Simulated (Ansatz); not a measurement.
These are frozen-core CCSD(T)/def2-TZVPP // PBE0-D4/def2-TZVP (Ansatz, an electronic-structure program) values and carry that method's errors.

Ansatz 0.2 input:
```yaml
crystal:
  periodic: [false, false, false]
  atoms:
    - { symbol: C, position_ang: [-1.129739, -1.048431, 0.361488] }
    - { symbol: C, position_ang: [-0.082237, 0.020101, 0.671897] }
    - { symbol: C, position_ang: [-0.553503, 1.41089, 0.261437] }
    - { symbol: Si, position_ang: [1.532781, -0.444948, -0.153062] }
    - { symbol: Cl, position_ang: [3.005174, 0.922392, 0.316791] }
    - { symbol: H, position_ang: [-2.075487, -0.81723, 0.860876] }
    - { symbol: H, position_ang: [-1.336579, -1.102151, -0.712008] }
    - { symbol: H, position_ang: [-0.816903, -2.04282, 0.690646] }
    - { symbol: H, position_ang: [0.114186, 0.017145, 1.751671] }
    - { symbol: H, position_ang: [-0.742457, 1.461474, -0.815397] }
    - { symbol: H, position_ang: [-1.488453, 1.667396, 0.76912] }
    - { symbol: H, position_ang: [0.18255, 2.17965, 0.506123] }
    - { symbol: H, position_ang: [2.005841, -1.776578, 0.30205] }
    - { symbol: H, position_ang: [1.384835, -0.446883, -1.631507] }
basis:
  gaussian: { orbitals: def2-TZVPP }
correlation:
  method: ccsd_t
```

Output:

```
Functional definition: HF
1738 factors; integrals over basis functions are off by at most 1.0e-3 eV
mean field evaluation 1: about -23599.2876 eV, gradient 3.6e1 eV
mean field evaluation 2: about -23599.5469 eV, gradient 3.6e1 eV
mean field evaluation 4: about -23603.2034 eV, gradient 4.0e0 eV
mean field evaluation 8: about -23603.2640 eV, gradient 2.2e-1 eV
mean field evaluation 16: about -23599.2878 eV, gradient 3.6e1 eV
mean field -23603.26416767 eV, -867.4039592949 hartree, gradient 2.1e-6 eV, S^2 0.000000; 0 other end points of the search recorded, 0 dependent functions left out
13 core orbitals not correlated
reference -23603.26416767 eV, -867.4039592949 hartree; 16, 16 occupied and 274, 274 virtual orbitals, 1738 factors
second order -23.06450602 eV of doubles, -0.00000000 eV of singles
cycle   1  -24.21795633 eV  change    -1.2e0 eV  update   9.3e-2
cycle   2  -24.80120302 eV  change   -5.8e-1 eV  update   2.6e-2
cycle   3  -24.87640851 eV  change   -7.5e-2 eV  update   9.8e-3
cycle   4  -24.87145644 eV  change    5.0e-3 eV  update   2.3e-3
cycle   5  -24.87124658 eV  change    2.1e-4 eV  update   7.8e-4
cycle   6  -24.87127016 eV  change   -2.4e-5 eV  update   2.1e-4
cycle   7  -24.87121609 eV  change    5.4e-5 eV  update   6.3e-5
cycle   8  -24.87122061 eV  change   -4.5e-6 eV  update   2.1e-5
perturbative correction -0.97883415 eV, -0.0359714915 hartree
Total energy: -23629.11422243 eV, -868.3539312854 hartree
```

Cost: about 15 core-minutes (a rough figure).
